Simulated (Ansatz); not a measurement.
The cluster Be2Te3. Charge 0, multiplicity 1. Geometry relaxed at PBE0-D4/def2-SVP.

Cartesian coordinates in Å:
```
Be -0.2024 -1.0327 0.7855
Be 0.9316 0.3051 -0.8738
Te -0.5576 1.9903 -0.8238
Te -1.8735 0.4358 1.1184
Te 1.7020 -1.6984 -0.2062
```

In the def2 sets Te takes a core potential; there is no spin–orbit coupling. The structure comes from a short search, and lower isomers may exist.

Task: Estimate the harmonic wavenumbers at RKS PBE0-D4/def2-SVP (Ansatz, unscaled). Is this a minimum?

Result: 89, 96, 164, 182, 182, 260, 426, 728, 816 cm⁻¹. Yes, no mode is imaginary beyond noise. Zero-point energy 17.6 kJ/mol. It took 40 s on 4 threads of Arm Neoverse V2 on a shared host.
